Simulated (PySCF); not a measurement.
**K₂S: breathing scan**

Level of theory: PBE0/[S def2-TZVP, K def2-TZVP], no relativity, density fitting, PySCF.

Rigid scan from the singlet minimum (S–K 2.726 Å (×2); K–S–K 173.7°). Coordinate: all bonds to the central atom scaled together. Energies in kJ/mol from the minimum.

| scale of all bonds to the centre | E (kJ/mol) | dipole size (D) |
| --- | --- | --- |
| 0.88 | 83.2 | 0.77 |
| 0.92 | 32.4 | 0.81 |
| 0.96 | 7.1 | 0.84 |
| 1.00 | 0.0 | 0.87 |
| 1.04 | 5.6 | 0.90 |
| 1.08 | 19.9 | 0.91 |
| 1.14 | 51.5 | 0.93 |
| 1.22 | 103.0 | 0.92 |
| 1.35 | 190.1 | 0.75 |

At long bonds a restricted determinant can lie too high, and another spin state can fall below this curve.
